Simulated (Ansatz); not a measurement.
Energy difference R1 → P1 + P2, each structure at its B3LYP-D3(BJ)/def2-TZVP stationary point, reached from a drawn start (curvature not checked).
R1, CH4 (SMILES C) (charge 0, multiplicity 1, Z-matrix in Å and degrees):
```
C
H 1 1.0892
H 1 1.0892 2 109.47
H 1 1.0892 2 109.47 3 -120.00
H 1 1.0892 2 109.47 4 -120.00
```
P1: CH3 (SMILES [CH3]), charge 0, multiplicity 2.
P2: H atom, charge 0, multiplicity 2.

P less R. No zero-point or thermal terms; singlets are restricted closed shells; open shells are unrestricted.

Cores are frozen in the correlated methods. CBS: X⁻³ extrapolation of the correlation energy, Hartree–Fock from the larger set.

The values were computed with Ansatz (Gaussian orbitals). Each number belongs to the level named beside it.

PBE/def2-TZVPP gives 110.26 kcal/mol for the reaction energy.

Problem. How do the other levels lie against it? Give each less PBE: r2SCAN/def2-TZVPP, PBE0/def2-TZVPP, wB97M-V/def2-TZVPP, B2PLYP/def2-TZVPP, MP2/CBS(cc-pVTZ, cc-pVQZ), CCSD(T)/CBS(cc-pVTZ, cc-pVQZ).

Solution. r2SCAN/def2-TZVPP -2.35; PBE0/def2-TZVPP -0.81; wB97M-V/def2-TZVPP 2.50; B2PLYP/def2-TZVPP 0.68; MP2/CBS(cc-pVTZ, cc-pVQZ) 1.97; CCSD(T)/CBS(cc-pVTZ, cc-pVQZ) 2.34 kcal/mol. 4 of 6 lie above PBE; the widest gap is to wB97M-V/def2-TZVPP.

Ansatz is an electronic-structure program.
